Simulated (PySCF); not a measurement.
**Continuum solvent and chemical shifts**

Atoms are numbered as in `[CH2:1]=[C:2]([B:3]([OH:4])[OH:5])[c:6]1[cH:7][cH:8][cH:9][s:10]1`. Hydrogens are named by the atom that carries them. Ha(C1) is cis to B3; Hb(C1) is trans to B3.

GIAO PBE0/pcSseg-1 in PySCF 2.14 on one PBE0-D3(BJ)/def2-SVP conformer, non-relativistic, equivalent nuclei averaged. Solvents enter as an IEF-PCM continuum (dichloromethane with ε = 8.9, acetone with ε = 20.5) around the gas-phase geometry. Shifts are referred to TMS, BF3·OEt2, CS2 computed in the same medium.

Gas phase, δ in ppm: C6 151.7, C2 146.1, C7 135.8, C9 132.8, C8 132.2, C1 125.7, B3 27.4, S10 203.2, H(C7) 7.97, H(C9) 7.05, H(C8) 7.01, Hb(C1) 6.28, Ha(C1) 5.41, H(O4)/H(O5) 4.14. Dipole moment 1.02 D.

Task: How does each δ change in the continuum?

Result: 
```csv
atoms,environment,"Δδ, dichloromethane","Δδ, acetone"
C6,substituted aromatic carbon next to the ring sulfur,+1.4,+1.5
C2,fully substituted alkene carbon,-0.7,-0.9
C7,aromatic CH,+0.1,0.0
C9,aromatic CH next to the ring sulfur,+1.7,+1.9
C8,aromatic CH,+1.7,+1.9
C1,terminal =CH2 carbon,+5.4,+6.2
B3,"boron bonded to C, 2 O",+0.6,+0.7
S10,aromatic ring sulfur,-4.1,-4.4
H(C7),hydrogen on an aromatic CH,0.00,0.00
H(C9),hydrogen on an aromatic CH next to the ring sulfur,+0.28,+0.32
H(C8),hydrogen on an aromatic CH,+0.20,+0.23
Hb(C1),hydrogen on a terminal =CH2 carbon,+0.25,+0.28
Ha(C1),hydrogen on a terminal =CH2 carbon,+0.42,+0.48
H(O4)/H(O5),hydrogen on an oxygen bonded to B,+0.66,+0.73
```

Changes are relative to the gas phase. The dipole moment becomes 1.35 D in dichloromethane, 1.40 D in acetone.

Task: Which of the listed nuclei move most (in ppm), and what does the model miss? (N and O are left out, as their reference compounds move with the solvent too.)

Result: C1 (terminal =CH2 carbon, +6.2 ppm) in acetone. A continuum only polarises the solute; specific hydrogen bonds, the anisotropy of aromatic solvents and changes of geometry or conformer are outside it.
